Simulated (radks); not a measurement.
Species: Sm2+. Configuration: [Xe] 4f4 6s2 (not the ground configuration). Calculated with a radial shooting solver on a logarithmic mesh with Libxc functionals: Dirac Kohn-Sham, PW91, spin-unpolarised, spherical densities, point nucleus; open shells are shared between the two j in proportion to 2j + 1.

Radial electron density D(r) = 4 pi r^2 rho(r):

```
   r/bohr * D(r) (the largest magnitude, 109, reaches the edge; | marks zero)
 0.001477 |   *
 0.001986 |     *
 0.002691 |        *
 0.003618 |            *
 0.004904 |                   *
 0.006593 |                          *
 0.008864 |                                 *
  0.01201 |                                        *
  0.01615 |                                          *
  0.02189 |                                       *
  0.02943 |                                     *
  0.03988 |                                        *
  0.05362 |                                                 *
  0.07209 |                                                      *
  0.09771 |                                              *
   0.1314 |                                        *
    0.178 |                                              *
   0.2394 |                                          *
   0.3244 |                      *
   0.4361 |                   *
   0.5864 |                     *
   0.7947 |            *
    1.068 |      *
    1.448 |   *
    1.947 | *
    2.639 |*
    3.547 *
    4.769 *
    6.464 *
     8.69 *
```

D(r) has 4 maxima, at r = 0.0159, 0.0698, 0.196, 0.537 bohr, and minima at 0.0306, 0.129, 0.390 bohr, inside which lie 2.01, 11.21, 29.19 electrons.
